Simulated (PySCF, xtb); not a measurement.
arsenic trifluoride cation (AsF3), SMILES F[As](F)F (connectivity only; charge and spin as stated), charge +1, multiplicity 2.

Harmonic wavenumbers (cm⁻¹) from GFN2-xTB in xtb at its own minimum, in rising order: 201, 201, 240, 440, 441, 528.

### Question
What does PBE0-D3(BJ)/def2-SVP in PySCF 2.14.0 give at its own minimum? (An estimate is asked for; the answer gives what the named calculation found.)

### Answer
229, 229, 278, 753, 806, 806. Paired by order, the mean absolute difference is 175 cm⁻¹ and the zero-point energies are 2.9 and 4.4 kcal/mol.
